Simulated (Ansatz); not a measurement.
Molecule: C₃, net charge 0, singlet state. 
Coordinates optimised at B3LYP-D3(BJ)/def2-TZVP (Ansatz, a first-principles code):
```
C
C 1 1.2873
C 1 1.2873 2 180.00
```

Q: Give the harmonic wavenumbers at B3LYP-D3(BJ)/def2-TZVP (Ansatz, finite differences of forces, unscaled).

A: 123, 123, 1243, 2146 cm⁻¹. Zero-point energy 5.2 kcal/mol.

Q: From these and the geometry, give the ideal-gas thermochemistry at 298.15 K and 1 atm (rigid rotor, harmonic oscillator).

A: Point group D∞h, rotational symmetry number 2. Rotational constants 12.7, 12.7 GHz. S(trans) 36.68, S(rot) 12.92, S(vib) 6.13, S(elec, spin only) 0.00, S 55.7 cal/(mol K). H(298) - H(0) 2.95 kcal/mol; G - E(el) -8.5 kcal/mol.
